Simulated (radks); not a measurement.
Values are calculated unless marked as measured or tabulated.
Task: Species: Pd XXXV. Configuration: [Ne] 3s2 (the NIST ground configuration). Level of theory: non-relativistic Kohn-Sham, PBE, spin-polarised, spherical densities, point nucleus; relativity is left out, which matters for an element this heavy (a radial shooting solver on a logarithmic mesh with Libxc functionals). Some entries of the table are withheld. Estimate them.

| orbital | occ. | eigenvalue (Ry) | <r^2> (bohr^2) | <1/r> (bohr^-1) |
|---|---|---|---|---|
| 1s | 2 | -1866.523 | (1) | 45.50 |
| 2s | 2 | -382.5235 | 0.02334 | 10.52 |
| 2p | 6 | -366.8614 | 0.01757 | 10.49 |
| 3s | 2 | -153.8936 | 0.1304 | 4.338 |
| 3p | 0 | (2) | 0.1202 | 4.291 |
| 4s | 0 | -82.47748 | 0.4376 | (3) |

Result: 
(1) 1s <r^2> (bohr^2): 0.001464
(2) 3p eigenvalue (Ry): -148.4438
(3) 4s <1/r> (bohr^-1): 2.359
